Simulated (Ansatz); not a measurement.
Consider the ligand exchange at a Ge–N bond: `[NH2][Ge][N]([SiH3])[SiH3]` + H₂S → `[NH2][Ge][SH]` + `[SiH3]N[SiH3]`.

Gas-phase electronic energies from Ansatz, PBE0-D4/def2-TZVP geometries. CCSD(T)/CBS is the MP2 limit (def2-TZVPP, def2-QZVPP) plus CCSD(T) − MP2 in def2-TZVPP, frozen cores. This one scheme is used for every species. DFT in def2-TZVPP. For Ge outer-core shells are correlated without core-valence functions, which leaves a few kJ/mol of doubt a bond. Scalar relativity is left out up to krypton. One conformer a species, not always the lowest.

CCSD(T)/CBS gives -27.6 kJ/mol.

(1) Another level gave -23.5 kJ/mol. Which?
A. PBE0/def2-TZVPP
B. r2SCAN0/def2-TZVPP
C. ωB97X-V/def2-TZVPP
D. CCSD(T)/def2-TZVPP

(2) What do rigid-rotor, harmonic-oscillator terms from PBE0-D4/def2-TZVP frequencies (298.15 K, 1 bar) make of the CCSD(T)/CBS value? (Best estimate.)

Largest T1 diagnostic among the species: 0.014.

Results:

(1) D. CCSD(T)/def2-TZVPP -23.5, PBE0 -45.1, ωB97X-V -32.1, r2SCAN0 -40.7 kJ/mol.

(2) Computed: ΔZPE = +9.8 kJ/mol, ΔH = -20.0 kJ/mol, ΔS = 33 J/(mol·K), ΔG = -29.8 kJ/mol. Modes under 50 cm⁻¹ make the entropy rough.

From BLYP to BHLYP (50 % exact exchange), in def2-TZVPP and without D4, ΔE moves by +3.9 kJ/mol. At CCSD(T), def2-SVP lies +7.9 kJ/mol from the extrapolated value and def2-TZVPP +4.1 kJ/mol.

CCSD(T)/CBS has its own doubt, a few kJ/mol and more with outer-core shells, so smaller differences from it don't rank the levels.
